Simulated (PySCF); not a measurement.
# InSb: energy against distance

Set-up: basis In cc-pVTZ-PP with ECP28, Sb cc-pVTZ-PP with ECP28; scalar-relativistic core potentials; PySCF 2.14. Energies in eV from In + Sb in their ground configurations at the same level. State: ³Σ⁻ (triplet), unpaired electrons π ↑↑.

All columns are PBE0. A positive dipole means In(−)Sb(+).

```json
{"R (Å)": "2.541", "E (eV)": "-1.115", "μ (D)": "-0.04", "Mulliken charge on In (basis-dependent)": "0.06", "HOMO (eV)": "-4.92", "LUMO (eV)": "-3.55", "Mayer bond order": "1.25", "⟨S²⟩": "2.01"}
{"R (Å)": "2.659", "E (eV)": "-1.448", "μ (D)": "-0.58", "Mulliken charge on In (basis-dependent)": "0.12", "HOMO (eV)": "-4.96", "LUMO (eV)": "-3.35", "Mayer bond order": "1.20", "⟨S²⟩": "2.01"}
{"R (Å)": "2.778", "E (eV)": "-1.626", "μ (D)": "-1.12", "Mulliken charge on In (basis-dependent)": "0.17", "HOMO (eV)": "-4.97", "LUMO (eV)": "-3.18", "Mayer bond order": "1.15", "⟨S²⟩": "2.01"}
{"R (Å)": "2.866", "E (eV)": "-1.688", "μ (D)": "-1.53", "Mulliken charge on In (basis-dependent)": "0.20", "HOMO (eV)": "-4.96", "LUMO (eV)": "-3.05", "Mayer bond order": "1.12", "⟨S²⟩": "2.01"}
{"R (Å)": "2.955", "E (eV)": "-1.703", "μ (D)": "-1.93", "Mulliken charge on In (basis-dependent)": "0.23", "HOMO (eV)": "-4.94", "LUMO (eV)": "-2.94", "Mayer bond order": "1.09", "⟨S²⟩": "2.01"}
{"R (Å)": "3.044", "E (eV)": "-1.683", "μ (D)": "-2.31", "Mulliken charge on In (basis-dependent)": "0.25", "HOMO (eV)": "-4.91", "LUMO (eV)": "-2.84", "Mayer bond order": "1.07", "⟨S²⟩": "2.01"}
{"R (Å)": "3.162", "E (eV)": "-1.617", "μ (D)": "-2.81", "Mulliken charge on In (basis-dependent)": "0.28", "HOMO (eV)": "-4.85", "LUMO (eV)": "-2.73", "Mayer bond order": "1.03", "⟨S²⟩": "2.01"}
{"R (Å)": "3.310", "E (eV)": "-1.493", "μ (D)": "-3.38", "Mulliken charge on In (basis-dependent)": "0.29", "HOMO (eV)": "-4.76", "LUMO (eV)": "-2.62", "Mayer bond order": "1.00", "⟨S²⟩": "2.02"}
{"R (Å)": "3.487", "E (eV)": "-1.310", "μ (D)": "-4.00", "Mulliken charge on In (basis-dependent)": "0.30", "HOMO (eV)": "-4.65", "LUMO (eV)": "-2.52", "Mayer bond order": "0.96", "⟨S²⟩": "2.03"}
{"R (Å)": "3.723", "E (eV)": "-1.048", "μ (D)": "-4.63", "Mulliken charge on In (basis-dependent)": "0.30", "HOMO (eV)": "-4.48", "LUMO (eV)": "-2.47", "Mayer bond order": "0.89", "⟨S²⟩": "2.08"}
```

A fit through these points gives, at Re = 2.945 Å, μ = -1.88 D and dμ/dR = -4.44 D/Å; the reduced mass is 58.91 u.

How strong is the fundamental in the double-harmonic approximation, I = 42.26·(dμ/dR)²/μred km/mol?

I = 42.26·(-4.44)²/58.91 = 14.1 km/mol at PBE0.

These are scalar-relativistic numbers at best; spin–orbit coupling would shift them, the dissociation energy most. The state is the lowest determinant that a PBE0 search found; another state may lie lower at other levels.
